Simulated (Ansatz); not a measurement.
FNa, triplet, at the geometry of the source list (a higher spin typed on purpose: for a closed-shell molecule this is an excited state); SC-NEVPT2/cc-pVDZ, CASSCF(6,7) (Ansatz, a program for electronic structure).

The Ansatz input:
Ansatz 0.2 input:
```yaml
crystal:
  periodic: [false, false, false]
  atoms:
    - {symbol: Na, position_ang: [-0.44770000, -0.40690000, -0.63410000]}
    - {symbol: F, position_ang: [0.44770000, 0.40690000, 0.63410000]}
basis:
  gaussian:
    orbitals: cc-pVDZ
correlation: {method: sc_nevpt2, electrons: all, active_space: {window: {electrons: 6, orbitals: 7}}}
magnetization: {spin_polarized: false, initial_magnetization: 2}
```

**Question.** What does Ansatz print? Leave out banner, timings and long lists.

**Answer.** 
```
Functional definition: HF
299 factors; integrals over basis functions are off by at most 8.0e-4 eV
mean field evaluation 1: about -7106.5128 eV, gradient 8.3e0 eV
mean field evaluation 2: about -7106.5300 eV, gradient 8.3e0 eV
mean field evaluation 4: about -7106.8921 eV, gradient 4.2e-1 eV
mean field evaluation 8: about -7106.8946 eV, gradient 2.9e-2 eV
mean field evaluation 16: about -7106.9006 eV, gradient 3.3e-1 eV
mean field evaluation 32: about -7106.5128 eV, gradient 8.3e0 eV
mean field evaluation 64: about -7106.9602 eV, gradient 9.1e-1 eV
mean field -7106.96451216 eV, -261.1761285484 hartree, gradient 1.4e-6 eV, S^2 2.000000; 9 other end points of the search recorded, 0 dependent functions left out
reference -7106.96451216 eV, -261.1761285484 hartree; 11, 9 occupied and 21, 23 virtual orbitals, 299 factors
state -7108.42619944 eV, -261.2298445650 hartree
state -7108.42619944 eV, -261.2298445650 hartree; corrected -7111.00598010 eV, -261.3246497557 hartree
Total energy: -7111.00598010 eV, -261.3246497557 hartree
```
